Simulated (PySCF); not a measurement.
**Computed structure and properties of [PbSF]+**

System: [PbSF]+ (singlet); start: template (Cs). Method: PySCF 2.14.0, RKS PBE0, Pb def2-SVP with ECP60, S def2-SVP, F def2-SVP; non-relativistic Hamiltonian with scalar-relativistic core potentials where named; density fitting; no spin-orbit coupling.

Input of the relaxation:

```python
mol = gto.M(atom='''
Pb    -0.11693     0.00000    -0.16367
S      1.83767     0.00000     0.71103
F     -1.81253     0.00000     0.59513''',
    basis={'Pb': 'def2-SVP', 'S': 'def2-SVP', 'F': 'def2-SVP'},
    ecp={'Pb': 'def2-SVP'},
    charge=1, spin=0)
mf = dft.RKS(mol, xc='PBE0')
mf.grids.atom_grid = (50, 194)
mf = mf.density_fit()  # fitting sets: Pb def2-universal-JKFIT, S def2-universal-JKFIT, F def2-universal-JKFIT
mf.conv_tol = 1e-08; mf.max_cycle = 55
mf.kernel(dm0)  # dm0: converged density of the start geometry
# quasi-Newton relaxation in Cartesian coordinates to a largest gradient under 0.00045 Eh/bohr, steps kept in the point group
```

Run from Python with OMP_NUM_THREADS=2; the lines above give its settings. Where DIIS fails, smearing, a level shift and second-order steps follow.
It took 9.5 s on 2 threads of Arm Neoverse V1 (shared host), from the converged density of the start.

Course of the relaxation:

```tsv
step	energy above end (eV)	largest force component within the symmetry (eV/Å)
0	0.9087	4.078
1	0.3206	1.125
2	0.2245	0.695
3	0.1439	0.711
4	0.0939	0.902
5	0.0327	0.627
6	0.0016	0.089
7	0.0004	0.157
8	0.0000	0.007
9	0.0000	0.000
```

Relaxed geometry (C∞v):

```xyz
3

Pb   -0.1289    0.0000    0.3765
S     2.1315    0.0000    0.4727
F    -2.0945    0.0000    0.2933
```

```csv
contact,Å
Pb1–S2 (S),2.262
Pb1–F3 (F),1.967
```

On the finer grid (75, 302):

```json
{
 "HOMO": "-14.14 eV",
 "LUMO": "-10.90 eV",
 "Dipole about the centre of mass": "1.49 D",
 "Set of Mulliken populations of Pb1 outside the core potential": "s 3.59, p 7.07, d 10.16",
 "D3(BJ) dispersion energy (not in the energies)": "-0.054 eV"
}
```

```tsv
atom	Mulliken (e)	Löwdin (e)	spin (e)
Pb1	1.17	0.93	0.00
S2	0.11	0.24	0.00
F3	-0.28	-0.18	0.00
```

On the grid (50, 194), as all that follows. Harmonic modes: a minimum; lowest 84 cm⁻¹ (negative: unstable), highest 648 cm⁻¹, zero-point energy 0.075 eV.

Rigid scan of S along the line from its metal:

```json
{"distance to S2 (Å)": "1.96", "energy (eV)": "1.285"}
{"distance to S2 (Å)": "2.06", "energy (eV)": "0.477"}
{"distance to S2 (Å)": "2.16", "energy (eV)": "0.100"}
{"distance to S2 (Å)": "2.26", "energy (eV)": "0.000"}
{"distance to S2 (Å)": "2.36", "energy (eV)": "0.071"}
{"distance to S2 (Å)": "2.46", "energy (eV)": "0.238"}
{"distance to S2 (Å)": "2.56", "energy (eV)": "0.452"}
{"distance to S2 (Å)": "2.71", "energy (eV)": "0.789"}
```

Taking off one F (charge -1, singlet; the rest: singlet) in vacuum, both parts rigid, costs 18.47 eV; the small basis without counterpoise inflates it. Most of it is the attraction of opposite charges; other ways to part are cheaper, and one spin state was tried for the rest.

Rigid scan of F along the line from its metal:

```tsv
distance to F3 (Å)	energy (eV)
1.67	1.988
1.77	0.734
1.87	0.154
1.97	0.000
2.07	0.112
2.17	0.380
2.37	1.122
2.67	2.262
3.07	3.421
3.57	4.300
```

One start shape was tried, so this needn't be the lowest isomer.
